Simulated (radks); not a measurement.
All-electron atom: Cr21+ in [He] 2s1.

All-electron calculation, non-relativistic Kohn-Sham, TPSS, spin-polarised, spherical densities, point nucleus; open shells are filled with parallel spins first; meta-GGA in the generalised Kohn-Sham scheme. Program: a radial shooting solver on a logarithmic mesh with Libxc functionals.

Energy parts (hartree):
total: -623.92319
kinetic: 623.86589
electron-nucleus: -1271.50963
Hartree: 40.78733
exchange-correlation: -17.06678

Orbitals (lengths in bohr, moments of r in powers of bohr; <r^-3> diverges for s and p1/2; r(90%) holds 90 % of the orbital's charge):
| orbital | occ. | eigenvalue (hartree) | r(90%) | <r^-3> | <1/r> | <r^4> |
|---|---|---|---|---|---|---|
| 1s up | 1 | -263.5603 | 0.113 | - | 23.67 | 0.00007402 |
| 1s down | 1 | -263.3370 | 0.113 | - | 23.66 | 0.00007385 |
| 2s up | 1 | -61.51504 | 0.401 | - | 5.648 | 0.01077 |

The highest occupied level is 2s up at -1673.9 eV. The density falls to 0.001 e/bohr^3 at r = 0.75 bohr. Spin moment in Bohr magnetons: 1.
